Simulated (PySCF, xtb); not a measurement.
C2H5F2NSi, SMILES C/C=N/[SiH](F)F. One conformer was computed; it need not be the lowest.

Harmonic wavenumbers (cm⁻¹) from GFN2-xTB in xtb at its own minimum, in rising order: 67, 87, 110, 164, 224, 259, 323, 441, 622, 647, 752, 792, 861, 876, 1020, 1043, 1123, 1339, 1377, 1448, 1449, 1779, 2488, 2836, 3004, 3017, 3061.

Question: What does PBE-D3(BJ)/def2-SVP (PySCF 2.14.0) give at its own minimum? (The exact figures need the calculation; the answer reports its results.)

Answer: 85, 103, 139, 178, 278, 318, 376, 469, 715, 789, 793, 820, 869, 936, 974, 1063, 1102, 1311, 1357, 1383, 1392, 1717, 2265, 2889, 2964, 3038, 3102. Paired by order, the mean absolute difference is 50 cm⁻¹ and the zero-point energies are 44.6 and 44.9 kcal/mol.
